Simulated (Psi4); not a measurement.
The Psi4 input:
```
memory 2 GB

molecule {
0 1
C    -2.83718045   -0.84618853   -1.14231614
C    -1.92651456    0.10808755   -1.13115172
Ge   -0.09088234   -0.19365111   -0.45603039
N     0.82701638   -1.38653777   -1.47501109
Br    0.98627482    1.89009482   -0.31879743
Br   -0.08107733   -1.18448208    1.63030015
H    -2.62608912   -1.84124548   -0.78212328
H    -3.83667118   -0.67399699   -1.51260625
H    -2.14834375    1.10658853   -1.48116957
H     1.68624710   -1.77590274   -1.11237590
H     0.94423532   -1.18068342   -2.45546270
}

set {
  basis def2-svpd
}

energy('b3lyp')
print_variables()
```

Predict the dipole moment from B3LYP/def2-SVPD (Psi4).

2.71 D

Predict the nuclear repulsion energy from B3LYP/def2-SVPD.

1154.0651 Eh

Predict the total energy from B3LYP/def2-SVPD.

-7358.508099 Ha

Predict the number of basis functions from B3LYP/def2-SVPD.

220
